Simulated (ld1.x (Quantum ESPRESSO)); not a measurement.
# u(r) = r·R(r): atom against pseudo-atom (carbon)

Columns: radius, all-electron u(r) and pseudo u(r) of the 2p shell (level -17.00 eV) of carbon in the configuration [He] 2s2 2p1; PBE, scalar-relativistic, TM scheme, ld1.x (Quantum ESPRESSO) 7.5.

```tsv
r (bohr)	all-electron	pseudo
0.082	0.0390	0.0168
0.165	0.1257	0.0664
0.248	0.2296	0.1439
0.330	0.3331	0.2406
0.413	0.4305	0.3496
0.495	0.5154	0.4586
0.578	0.5881	0.5610
0.660	0.6475	0.6475
0.742	0.6955	0.7149
0.825	0.7326	0.7628
0.908	0.7586	0.7913
0.990	0.7746	0.8037
1.072	0.7819	0.8042
1.155	0.7817	0.7963
1.238	0.7750	0.7830
1.320	0.7630	0.7666
1.402	0.7467	0.7478
1.485	0.7266	0.7269
1.568	0.7038	0.7038
1.650	0.6792	0.6792
1.733	0.6528	0.6528
1.815	0.6257	0.6257
1.898	0.5978	0.5978
1.980	0.5700	0.5700
2.062	0.5423	0.5423
2.145	0.5146	0.5146
```

**Question.** How many radial nodes do the two functions have?

**Answer.** The all-electron 2p function has n − l − 1 = 0; the pseudo-wave has 0.

**Question.** At about which radius was the pseudo-wave matched?

**Answer.** 1.65 bohr. The columns agree to 0.0005 from 1.49 bohr on; several derivatives are matched, so the curves merge somewhat inside the radius.

**Question.** Is the pseudo-wave norm-conserving?

**Answer.** Yes: the TM scheme keeps the norm inside the radius equal to the all-electron one, which fixes the energy derivative of the logarithmic derivative at the level.
